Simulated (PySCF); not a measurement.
Species: C₇H₁₁N₃.
Numbering: `[CH3:1][C:2]([CH3:3])([CH3:4])[c:5]1[cH:6][cH:7][n:8][n:9][n:10]1` (hydrogens: H11, H12, H13 on C1; H14, H15, H16 on C3; H17, H18, H19 on C4; H20 on C6; H21 on C7)

Level: PBE0/pcSseg-1 in PySCF, non-relativistic, on one gas-phase PBE0-D3(BJ)/def2-SVP geometry that isn't relaxed in the solvent. The solvent is an IEF-PCM continuum (van der Waals radii × 1.2). Specific hydrogen bonds and non-electrostatic terms are outside this model.

Gas phase at PBE0/pcSseg-1: HOMO -7.18 eV, LUMO -1.78 eV, dipole 5.11 D.

**Question.** What does the continuum do to the energy, the frontier levels and the dipole at PBE0/pcSseg-1 in benzene and acetone?

**Answer.** 
```
solvent      ε  E(solvent) − E(gas) (kJ/mol)  polarisation term (kJ/mol)  distortion of the solute (kJ/mol)  HOMO (eV)  LUMO (eV)  dipole (D)
benzene  2.271                        -16.27                      -18.15                               1.88      -7.31      -1.79        5.92
acetone  20.49                        -36.54                      -46.67                              10.13      -7.49      -1.83        7.01
```

Polarisation term: ½ Σ q·V over the induced surface charges. Distortion: the rise of the solute's own energy as its density leaves the gas-phase optimum. From benzene to acetone the lowering changes by a factor 2.25, Onsager's factor (ε − 1)/(2ε + 1) by 2.02 and ε itself by 9.0.

**Question.** Which radius a makes the point-dipole formula ΔE = −[(ε − 1)/(2ε + 1)]·μ²/a³ give the value in acetone, with the gas-phase dipole?

**Answer.** μ = 2.009 au and |ΔE| = 0.01392 Eh give a = 2.71 Å; the farthest nucleus lies 3.97 Å from the centroid of the nuclei, so such a sphere wouldn't even hold the nuclei. The formula assumes a rigid point dipole at the centre of a sphere.

**Question.** Which ESP-fitted charges (PBE0/pcSseg-1) respond most in acetone (means over atoms taken as equivalent)?

**Answer.** 
| atoms | environment | gas (e) | solvent (e) | change |
| --- | --- | --- | --- | --- |
| C5 | substituted aromatic carbon | +1.459 | +1.576 | +0.117 |
| C7 | aromatic CH next to a ring nitrogen | +0.783 | +0.860 | +0.077 |
| N8 | pyridine-type nitrogen | -0.526 | -0.601 | -0.075 |
| N10 | pyridine-type nitrogen | -0.536 | -0.592 | -0.056 |
| N9 | pyridine-type nitrogen | +0.004 | -0.049 | -0.053 |
| C2 | benzylic-type carbon | -0.229 | -0.271 | -0.042 |
| H20 | aromatic hydrogen | +0.306 | +0.340 | +0.034 |
| C6 | aromatic CH carbon | -1.124 | -1.152 | -0.028 |
| H21 | aromatic hydrogen | -0.022 | -0.015 | +0.007 |
| C1/C3/C4 | methyl carbon | -0.393 | -0.398 | -0.005 |
| H11 (×9) | methyl hydrogen | +0.118 | +0.122 | +0.004 |

**Question.** Which Mayer bond orders change most in acetone?

**Answer.** 
```csv
bond,length (Å),gas,solvent,change
N10–C5,1.342,1.350,1.338,-0.012
C6–C7,1.387,1.382,1.393,+0.011
C7–N8,1.330,1.438,1.427,-0.011
C7–H21,1.095,0.971,0.961,-0.010
C2–C4,1.527,1.060,1.065,+0.005
C2–C5,1.519,0.924,0.920,-0.004
N9–N10,1.303,1.397,1.401,+0.004
C4–H17,1.100,0.954,0.951,-0.003
```

On an Arm Neoverse V2 with one thread, shared host with 96 logical CPUs at a one-minute load of 39, this took 41 s and 1.2 GiB of memory at its peak. This is the whole shielding run at PBE0/pcSseg-1 in acetone, SCF included.

Shape of the structure used: `[CH3:1][C:2]([CH3:3])([CH3:4])[c:5]1[cH:6][cH:7][n:8][n:9][n:10]1`: C1–C2–C5–C6 -123°.
